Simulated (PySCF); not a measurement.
Electric field gradients and quadrupole coupling constants

Compound: C₅H₅N₃OSi.
Structure used (GFN2-xTB), in Å, numbered top down from 1:
```xyz
15
C5H5N3OSi angstrom
C     -2.062   -0.970    0.115
C     -1.325    0.285   -0.226
C     -2.141    1.319   -0.787
N     -2.809    2.132   -1.238
N     -0.094    0.522   -0.077
Si     1.320   -0.260    0.454
C      1.962    0.943    1.730
N      2.373    1.652    2.528
C      2.481   -0.088   -1.071
O      3.223   -0.963   -1.424
H     -2.506   -1.391   -0.787
H     -1.389   -1.694    0.567
H     -2.875   -0.742    0.804
H      1.381   -1.613    1.006
H      2.457    0.876   -1.617
```

Field gradients from the PBE0/pcSseg-1 density (PySCF, non-relativistic), principal values in atomic units, ordered |Vxx| ≤ |Vyy| ≤ |Vzz|:

| atom | Vxx | Vyy | Vzz |
| --- | --- | --- | --- |
| N4 | 0.4129 | 0.6360 | -1.0489 |
| N5 | 0.2428 | 0.7781 | -1.0210 |
| N8 | 0.5719 | 0.6013 | -1.1732 |
| O10 | 0.3135 | 1.8952 | -2.2087 |

Problem. Find the asymmetry η = (Vxx − Vyy)/Vzz and the couplings χ = eQV/h (234.96 MHz × Q in barn × V in au), with Q(14N) = 0.02044 b, Q(17O) = −0.0256 b.

Solution. 
```
atom       environment  nucleus     η  χzz (MHz)  χxx (MHz)  χyy (MHz)
  N4  nitrile nitrogen      14N  0.21      -5.04       1.98       3.05
  N5      C=N nitrogen      14N  0.52     -4.903      1.166      3.737
  N8    cyano nitrogen      14N  0.03      -5.63       2.75       2.89
 O10   carbonyl oxygen      17O  0.72      13.29      -1.89     -11.40
```

The gradient is axial or nearly so (η below 0.05) at N8. 

Problem. What is Vzz at N8 in SI units (1 au = 9.71736 × 10²¹ V/m²)?

Solution. -1.1732 au = -11.401 × 10²¹ V/m².

Problem. What couplings would deuterons (Q(2H) = 0.00286 b) have in place of the hydrogens, at this geometry?

Solution. 
| atom | bonded to | bond length (Å) | Vzz (au) | η | χzz (kHz) |
| --- | --- | --- | --- | --- | --- |
| H11 | C1 | 1.090 | 0.3044 | 0.04 | 205 |
| H12 | C1 | 1.087 | 0.3111 | 0.04 | 209 |
| H13 | C1 | 1.090 | 0.3046 | 0.04 | 205 |
| H14 | Si6 | 1.462 | 0.1568 | 0.03 | 105 |
| H15 | C9 | 1.108 | 0.2676 | 0.01 | 180 |

One conformer (not necessarily the lowest) at the GFN2-xTB geometry, without solvent, vibrations or thermal averaging. GFN2-xTB bond lengths can be off by several hundredths of an ångström, more for odd bonds, and the gradients follow them. With so small a basis the couplings can be 20 % off.
